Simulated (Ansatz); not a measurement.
C2H6Si, SMILES `C[Si]C` (excited triplet) (charge 0, multiplicity 3). This triplet is an excited state, 1.14 eV above the relaxed singlet at the level frozen-core CCSD(T)/cc-pVTZ // B3LYP-D3(BJ)/def2-TZVP (Ansatz, a program for electronic structure).

Cartesian coordinates (Å):
```xyz
9

C      1.6214     0.0243     0.1485
Si    -0.0266    -0.4741     0.9465
C     -1.6225    -0.0436     0.0144
H      2.4552    -0.2787     0.7823
H      1.7386    -0.4597    -0.8241
H      1.6706     1.1077     0.0146
H     -1.7063     1.0370    -0.1241
H     -2.4923    -0.3833     0.5772
H     -1.6381    -0.5296    -0.9642
```
Charge 0, spin multiplicity 3.

Frozen-core energies in 6-31g from Ansatz at a geometry from B3LYP-D3(BJ)/def2-TZVP; the HF reference has <S^2> = 2.00 and the T1 diagnostic is 0.009.

```json
[
 {"level": "HF", "energy (Ha)": "-368.02635"},
 {"level": "MP2", "energy (Ha)": "-368.24191"},
 {"level": "CCSD", "energy (Ha)": "-368.27906"}
]
```

Q: Estimate the energies of CCSD(T), CCSDT and CCSDT(Q), and give each level's difference from CCSDT(Q).

A: 
```csv
level,energy (Ha),difference from CCSDT(Q) (mHa)
MP2,-368.24191,43.33
CCSD,-368.27906,6.18
CCSD(T),-368.28428,0.96
CCSDT,-368.28493,0.31
CCSDT(Q),-368.28524,0.00
```
